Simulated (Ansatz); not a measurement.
Input and output for [AuCl2]- (AuCl2⁻).

```yaml
crystal:
  periodic: [false, false, false]
  atoms:
    - {symbol: Au, position_ang: [0.000028, 0.000013, 0.000006]}
    - {symbol: Cl, position_ang: [-0.017331, -0.021733, 2.320029]}
    - {symbol: Cl, position_ang: [0.017303, 0.021711, -2.320035]}
basis:
  gaussian: {orbitals: def2-mTZVPP, point_charges: [{charge: -1.00, position_ang: [3.163, 0.337, -0.483]}]}
total_charge: -1
hamiltonian: {xc: {name: B97M-V}}
scf: {omitted_lower_state_checks: [starts]}
```

```sh
$ ansatz run in.yaml --threads 4 --pin off --events-out ev --progress --plain --max-ram 3916MiB
```

Shortened log:

```
Functional definition: B97M-V
850 factors; their error is unknown
mean field evaluation 1: about -28730.3612 eV, gradient 4.2e1 eV
mean field evaluation 2: about -28721.9320 eV, gradient 7.8e1 eV
mean field evaluation 4: about -28734.4963 eV, gradient 3.3e0 eV
mean field evaluation 8: about -28734.5324 eV, gradient 3.5e-2 eV
mean field evaluation 16: about -28734.5247 eV, gradient 2.8e-5 eV
mean field -28734.52469350 eV, -1055.9743055259 hartree, gradient 2.8e-5 eV, S^2 0.000000; 0 other end points of the search recorded, 0 dependent functions left out
reference -28734.52474799 eV, -1055.9743075283 hartree; 27, 27 occupied and 63, 63 virtual orbitals, 850 factors
Total energy: -28734.52474799 eV, -1055.9743075283 hartree
Checks for a lower state left out: starts
```

It took 2.4 s on 4 threads of Arm Neoverse V2 on a shared host.

In the def2 sets Au takes a core potential; there is no spin–orbit coupling. The highest occupied level of an anion often lies above zero with these methods, and sets without diffuse functions describe the outer electron poorly.
